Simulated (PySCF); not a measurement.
Species: CH₉FNSi₄ (doublet state).
Cartesian coordinates in Å at the GFN2-xTB level; atoms count from 1:
```xyz
16
CH9FNSi4 angstrom
F      2.9715    1.7573   -0.9971
Si     1.9284    1.3313    0.1662
Si     0.2872    0.1195   -0.8739
C      0.5577   -1.7747   -1.0446
Si    -0.9123   -2.0486    0.1707
N     -1.0056   -0.2795    0.2565
Si    -2.1020    0.7527    1.0981
H      2.7943    0.6310    1.1167
H      1.5653    2.6209    0.7501
H     -0.2837    0.7001   -2.1042
H      0.4298   -2.1757   -2.0460
H      1.5091   -2.1507   -0.6737
H     -0.5892   -2.5485    1.5180
H     -3.1997    1.1634    0.2159
H     -2.6150   -0.0177    2.2310
H     -1.3434    1.9282    1.5401
```

The hyperfine couplings belong to this conformer and change with its torsions.

The species is `F[SiH2][Si@H]1C[SiH]N1[SiH3]` [radical].

Method used: PySCF 2.14.0, UKS B3LYP, pcH-1 on C F H N Si, non-relativistic, mean-field spin-orbit, GIAO. The structure is a single GFN2-xTB conformer in the gas phase; no vibrational or solvent corrections. A GFN2-xTB geometry isn't a minimum of the functional, and hyperfine couplings can be far from their values at a DFT geometry, by a factor of two or more for some ions and for spin on atoms past the first row. The SCF solution wasn't tested for stability.

Match the computed a_iso(29Si) values -563.5, -25.7, -3.2, +2.9 MHz with the sites Si2; Si3; Si5; Si7.

```json
{"site": "Si2", "a_iso (MHz)": "-25.7", "ρ(0) (bohr⁻³)": "+0.0290", "position": "3 bonds from Si5", "distance from Si5 (Å)": "4.42", "spin population": "+0.02", "largest |T| (MHz)": "3.9"}
{"site": "Si3", "a_iso (MHz)": "-3.2", "ρ(0) (bohr⁻³)": "+0.0036", "position": "2 bonds from Si5", "distance from Si5 (Å)": "2.69", "spin population": "0.00", "largest |T| (MHz)": "2.4"}
{"site": "Si5", "a_iso (MHz)": "-563.5", "ρ(0) (bohr⁻³)": "+0.6351", "position": "largest spin population", "distance from Si5 (Å)": "0.00", "spin population": "+0.77", "largest |T| (MHz)": "142.7"}
{"site": "Si7", "a_iso (MHz)": "+2.9", "ρ(0) (bohr⁻³)": "-0.0033", "position": "2 bonds from Si5", "distance from Si5 (Å)": "3.18", "spin population": "-0.01", "largest |T| (MHz)": "0.6"}
```

ρ(0) is the spin density at the nucleus and T the dipolar tensor; a_iso includes a spin–orbit part; entries for several nuclei are means. The largest Mulliken spin populations are on Si5 (+0.77), N6 (+0.10) and H13 (+0.08). Si5 is the only atom above +0.15. The angles at Si5 add up to 311.0°, so it is pyramidal.

Examples of negative spin density at the nucleus (bohr⁻³): Si7 (-0.0033).

Class means assume fast exchange of nuclei equivalent by connectivity; if that motion is slow, each nucleus keeps its own coupling. The three 1H nuclei of mean +2.9 MHz run from 0.3 to 5.9 MHz in the frozen geometry.
